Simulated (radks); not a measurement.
Problem. Neutral bismuth, configuration [Hg] 6p3. All-electron calculation, scalar-relativistic Kohn-Sham, r2SCAN, spin-polarised, spherical densities, finite nucleus; open shells are filled with parallel spins first (spin-orbit coupling, left out, can overturn this in heavy ions); meta-GGA in the generalised Kohn-Sham scheme; Fermi nuclear charge, rms radius 5.5211 fm. Program: a radial shooting solver on a logarithmic mesh with Libxc functionals. Some entries of the table are withheld. Estimate them.

| orbital | occ. | eigenvalue (hartree) | <r> (bohr) | <r^2> (bohr^2) |
|---|---|---|---|---|
| 1s up | 1 | -3334.170 | 0.01580 | 0.0003464 |
| 1s down | 1 | -3334.168 | 0.01580 | 0.0003464 |
| 2s down | 1 | -600.2027 | 0.06648 | 0.005244 |
| 2s up | 1 | -600.2027 | 0.06648 | 0.005244 |
| 2p up | 3 | -513.4744 | 0.06055 | 0.004487 |
| 2p down | 3 | -513.4734 | 0.06055 | 0.004487 |
| 3s up | 1 | -145.3239 | 0.1715 | 0.03365 |
| 3s down | 1 | -145.3233 | 0.1715 | 0.03365 |
| 3p up | 3 | -120.4404 | 0.1736 | 0.03498 |
| 3p down | 3 | -120.4396 | 0.1736 | 0.03498 |
| 3d up | 5 | -95.35779 | 0.1575 | 0.02904 |
| 3d down | 5 | -95.35698 | 0.1575 | 0.02904 |
| 4s up | 1 | -33.61510 | 0.3770 | 0.1603 |
| 4s down | 1 | -33.61341 | 0.3770 | 0.1603 |
| 4p up | 3 | -25.42772 | 0.4022 | 0.1837 |
| 4p down | 3 | -25.42600 | 0.4022 | 0.1837 |
| 4d up | 5 | -16.01015 | 0.4223 | 0.2057 |
| 4d down | 5 | -16.00816 | 0.4223 | 0.2057 |
| 5s up | 1 | -5.89766 | 0.8336 | 0.7781 |
| 5s down | 1 | -5.89219 | 0.8341 | 0.7791 |
| 4f up | 7 | -5.66029 | 0.4411 | 0.2323 |
| 4f down | 7 | -5.65792 | 0.4411 | 0.2322 |
| 5p up | 3 | -3.60086 | (1) | 1.016 |
| 5p down | 3 | -3.59790 | (2) | 1.016 |
| 5d up | 5 | -1.01650 | 1.241 | (3) |
| 5d down | 5 | -1.00703 | 1.226 | (4) |
| 6s up | 1 | -0.57464 | 2.213 | 5.554 |
| 6s down | 1 | -0.49244 | 2.138 | 5.180 |
| 6p up | 3 | -0.20357 | 2.985 | (5) |
| 6p down | 0 | -0.09383 | 2.893 | (6) |

Solution. 
(1) 5p up <r> (bohr): 0.9496
(2) 5p down <r> (bohr): 0.9498
(3) 5d up <r^2> (bohr^2): 1.790
(4) 5d down <r^2> (bohr^2): 1.738
(5) 6p up <r^2> (bohr^2): 10.23
(6) 6p down <r^2> (bohr^2): 9.628
